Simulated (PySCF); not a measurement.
Order these species by their calculated properties.

All species are isolated and taken at one optimised geometry, non-relativistic unless stated; the electronic structure was computed with PySCF and density fitting.

The conformers computed, where there is a choice (atom-mapped SMILES and torsion angles):
- `[CH3:1][CH:2]([CH3:3])[Si@@H:4]([F:5])[C@@H:6]1[O:7][CH:8]=[CH:9][SiH2:10]1`: C1–C2–Si4–F5 48°, C2–Si4–C6–O7 64°
- `[O:1]=[C:2]([OH:3])[CH2:4]/[CH:5]=[C:6](\[Cl:7])[SiH2:8][SiH3:9]`: O1–C2–C4–C5 0°, C2–C4–C5–C6 113°, C5–C6–Si8–Si9 108°, H–O3–C2–O1 0°
- `[CH3:1][O:2][C:3]1=[CH:4][O:5][Si@@H:6]([CH2:7][Cl:8])[SiH2:9]1`: C1–O2–C3–C4 -1°, O5–Si6–C7–Cl8 -171°
- `[CH2:1]=[CH:2][CH2:3][C@@H:4]1[CH2:5][C@@H:6]([Si@@H:7]([F:8])[SiH3:9])[O:10]1`: C1–C2–C3–C4 119°, C2–C3–C4–C5 -72°, C5–C6–Si7–F8 -2°
- `[CH3:1][CH2:2][C@@H:3]([CH3:4])[NH:5][SiH2:6][CH3:7]`: C1–C2–C3–C4 174°, C2–C3–N5–Si6 144°, C3–N5–Si6–C7 -178°
- `[CH2:1]/[CH:2]=[CH:3]\[C:4](=[C:5]=[S:6])[C:7]#[C:8][CH3:9]`: C2–C3–C4–C5 0°
- `[CH3:1][SiH2:2][NH:3][CH2:4][CH:5]([CH3:6])[CH3:7]`: C1–Si2–N3–C4 -178°, Si2–N3–C4–C5 -78°, N3–C4–C5–C6 176°

The conformers of `COC[SiH2]C1=CC[SiH2][C@@H]1F`, `CCO[C@@H](F)[Si@H]1CC=C[SiH2]1` and `C[SiH2]C(=O)[C@@H]1CC[SiH2][C@H]1F` aren't listed.

Task: Rank by HOMO energy, lowest first (PBE0/pcSseg-1 at GFN2-xTB geometries).
A. `COC[SiH2]C1=CC[SiH2][C@@H]1F`
B. `C=CC[C@@H]1C[C@@H]([Si@@H](F)[SiH3])O1`
C. `COC1=CO[Si@@H](CCl)[SiH2]1`
D. `CC(C)[Si@@H](F)[C@@H]1OC=C[SiH2]1`
E. `CC[C@@H](C)N[SiH2]C`
F. `O=C(O)C/C=C(\Cl)[SiH2][SiH3]`

Result: F (-7.49 eV), A (-7.36 eV), B (-7.02 eV), D (-6.78 eV), E (-6.56 eV), C (-6.19 eV).

Task: By how much do the two ends of that ranking differ?

Result: By 1.30 eV, between `COC1=CO[Si@@H](CCl)[SiH2]1` and `O=C(O)C/C=C(\Cl)[SiH2][SiH3]`.

Task: Rank by HOMO–LUMO gap, highest first (PBE0/pcSseg-1 at GFN2-xTB geometries).
A. `O=C(O)C/C=C(\Cl)[SiH2][SiH3]`
B. `CCO[C@@H](F)[Si@H]1CC=C[SiH2]1`
C. `COC1=CO[Si@@H](CCl)[SiH2]1`
D. `C1C[SiH2][C@H](F)C=1[SiH2]COC`
E. `O=C([SiH2]C)[C@H]1[C@H](F)[SiH2]CC1`
F. `N([SiH2]C)[C@@H](CC)C`

Result: F (7.67 eV), B (7.24 eV), D (7.04 eV), A (6.83 eV), C (5.77 eV), E (5.51 eV).

Task: Rank by smallest rotational constant, highest first (GFN2-xTB).
A. `[CH2]/C=C\C(=C=S)C#CC` [radical]
B. `CC[C@@H](C)N[SiH2]C`
C. `O=C(O)C/C=C(\Cl)[SiH2][SiH3]`
D. `C[SiH2]NCC(C)C`

Result: B (0.937 GHz), D (0.855 GHz), A (0.579 GHz), C (0.415 GHz).

Task: Give the two extremes of that set in cm⁻¹.

Result: `O=C(O)C/C=C(\Cl)[SiH2][SiH3]`: 0.0138 cm⁻¹; `CC[C@@H](C)N[SiH2]C`: 0.0313 cm⁻¹.
